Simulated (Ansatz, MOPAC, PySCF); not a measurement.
Noncovalent pair: C2H2 (SMILES C#C) (first 4 atoms) with H2S (SMILES S); geometry from B3LYP-D3(BJ)/def2-TZVP, rigid monomers moved along the line of their centres of mass till C2···H7 is 3.69 Å.
(charge 0, multiplicity 1):
```xyz
7

C     -0.51234     0.75208     0.16927
C     -0.53788    -0.43811     0.04183
H     -0.48874     1.80894     0.28204
H     -0.55902    -1.49514    -0.06996
S      1.38154    -0.48690     4.67242
H      0.12778    -0.50233     5.15225
H      0.95938    -0.28940     3.41140
```

Counterpoise-corrected where a basis set is named; no monomer relaxation. Rows marked so take none.

Frozen-core correlation. CBS: X⁻³ extrapolation of the correlation energy, Hartree–Fock from the larger set. Rows in 3-21G carry no dispersion term and start afresh at each structure. The state that PM6 reach isn't checked.

Programs: Ansatz (a first-principles code) with Gaussian orbitals; MOPAC for PM6 (differences of heats of formation); PySCF for 3-21G rows. 

Problem. What interaction energy does PM6 give?

Solution. -11 meV
